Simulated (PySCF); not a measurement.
CHO2, SMILES [OH+]=C=O, charge +1.

Coordinates come from a B3LYP-D3(BJ)/def2-TZVP optimisation. The isomer is the one that the SMILES or the coordinates give; other isomers of the formula were not compared.

Method: PySCF with B3LYP/def2-TZVPD.

Symmetry labels are those of the subgroup Cs that the program uses (full group Cs).

List the valence orbital energies around the gap with their symmetry. (The exact figures need the calculation; the answer reports its results.)


```csv
orbital,symmetry,energy (eV)
HOMO−7,A',-41.03
HOMO−6,A',-39.94
HOMO−5,A',-28.02
HOMO−4,A',-23.27
HOMO−3,A",-22.85
HOMO−2,A',-22.74
HOMO−1,A',-20.04
HOMO,A",-19.30
LUMO,A',-8.87
LUMO+1,A",-7.91
LUMO+2,A',-7.74
LUMO+3,A',-4.88
```
